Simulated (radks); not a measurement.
The numbers below are computed, except where a source is named.
Q: Species: Pd2+. Configuration: [Ar] 3d10 4s2 4p5.5 4d8 5s0.5 (fractional occupations, a model configuration). Level of theory: scalar-relativistic Kohn-Sham, r2SCAN, spin-polarised, spherical densities, finite nucleus; open shells are filled with parallel spins first (spin-orbit coupling, left out, can overturn this in heavy ions); meta-GGA in the generalised Kohn-Sham scheme; Fermi nuclear charge, rms radius 4.5318 fm (a radial shooting solver on a logarithmic mesh with Libxc functionals). Some entries of the table are withheld. Estimate them.

orbital,occ.,eigenvalue (hartree),<r> (bohr)
1s up,1,-890.9638,0.03186
1s down,1,-890.9571,0.03186
2s up,1,-131.5266,0.1383
2s down,1,-131.5046,0.1383
2p up,3,-117.9308,0.1206
2p down,3,-117.9108,0.1206
3s up,1,-24.81384,0.3783
3s down,1,-24.80453,0.3784
3p up,3,-20.30887,0.3780
3p down,3,-20.29608,0.3781
3d up,5,-13.17362,0.3576
3d down,5,-13.15202,0.3575
4s up,1,-4.31861,0.9426
4s down,1,-4.21296,0.9420
4p up,3,-3.01756,1.029
4p down,2.5,-2.91112,1.030
4d up,5,-1.14547,1.330
4d down,3,-1.04504,1.344
5s up,0.5,(1),(2)
5s down,0,(3),(4)

A: 
(1) 5s up eigenvalue (hartree): -0.79044
(2) 5s up <r> (bohr): 2.520
(3) 5s down eigenvalue (hartree): -0.72311
(4) 5s down <r> (bohr): 2.588
